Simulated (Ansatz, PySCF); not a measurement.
H₂Sb, SMILES [SbH2-], charge -1.

Geometry: r2SCAN-D4/def2-TZVPD. The def2 effective core potentials stand for the cores of Sb; spin–orbit coupling is left out.

Estimates of the vertical detachment energy (IE) of the anion in eV. Rows of orbital energies are one-electron estimates, which approximate functionals can put far too low.

| level | IE |
|---|---|
| −ε(HOMO), −ε(LUMO), r2SCAN/def2-TZVPD (PySCF) | -1.35 |
| −ε(HOMO), −ε(LUMO), ωB97X/def2-TZVPD (PySCF) | 1.29 |
| −ε(HOMO), −ε(LUMO), PBE/def2-TZVPD (PySCF) | -1.53 |
| ΔSCF, ωB97X-V/def2-TZVPD (Ansatz), final states of multiplicity 2 | (withheld) |
| ΔSCF, PBE/def2-TZVPD (Ansatz), final states of multiplicity 2 | 1.20 |

Problem. Complete the blanks. (The exact figures need the calculation; the answer reports its results.)

Solution. 
- ΔSCF, ωB97X-V/def2-TZVPD (Ansatz, a program for electronic structure), final states of multiplicity 2, IE: 1.24

Problem. What vertical singlet–triplet gap does ΔSCF give with ωB97X-V/def2-TZVPD (Ansatz) and with PBE/def2-TZVPD (Ansatz)? (An estimate is asked for; the answer gives what the named calculation found.)

Solution. 2.68 and 2.26 eV (triplet above singlet where positive).
